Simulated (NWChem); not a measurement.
Si₂N₂H₆O; SMILES [SiH]1(O)N[SiH2]N1

```xyz
11

O     -0.5468    -2.2167     0.0042
Si     0.4186    -0.8669     0.0022
N      0.0825     0.3602    -1.1930
Si    -0.1696     1.6158    -0.0046
N      0.0925     0.3677     1.1959
H     -1.4982    -2.0400     0.0546
H      1.7704    -1.4677     0.0095
H     -0.0848     0.3111    -2.1854
H     -1.5206     2.2493    -0.0225
H      0.8264     2.7254     0.0134
H      0.3775     0.4321     2.1614
```
Atoms are numbered in this order, from 1.

Results from NWChem. Structure relaxed at the B3LYP/6-31G* (spherical d) level. Level: PBE0/def2-SVP with SMD (1 M gas to 1 M solution), gas-phase geometry. Reactions with the solvent are ignored.

Task: Among these, which solvent gives the lowest value of “solvation free energy (kcal/mol)”?
(A) ethanol
(B) benzene
(C) diethyl ether
(D) ethylene glycol

Result: A, ethanol. Values: ethanol -6.4; ethylene glycol -4.5; diethyl ether -4.5; benzene -3.1
